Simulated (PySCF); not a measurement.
Zr (zirconium, neutral) across methods

[Kr] 4d2 5s2, high-spin 3F determinant. Calculation: PySCF 2.14, in aug-cc-pwCVDZ-PP with ECP28MDF (6s6p5d3f, 70 functions); a scalar-relativistic core potential.

```csv
method,E (hartree),mean ε 5s α (eV),mean ε 5s β (eV),mean ε 4d α (eV),Σ⟨r²⟩ (bohr²),⟨S²⟩
LDA,-46.6195,-4.832,-4.231,-4.203,61.10,2.003
B97-3,-46.7593,-5.069,-4.521,-5.461,61.84,2.004
r2SCAN,-46.7637,-4.781,-4.097,-4.677,62.07,2.016
r2SCANh,-46.7538,-4.995,-4.308,-5.115,62.05,2.015
PBE,-46.7538,-4.654,-4.039,-4.269,61.45,2.003
PBE0,-46.7390,-5.211,-4.581,-5.474,61.53,2.004
UHF,-46.30477,-6.290,-5.354,-8.835,64.67,2.016
revPBE,-46.7863,-4.606,-3.979,-4.286,61.66,2.004
TPSSh,-46.7357,-4.897,-4.195,-4.889,61.65,2.005
```

Energies and moments cover only the electrons outside the core potential.
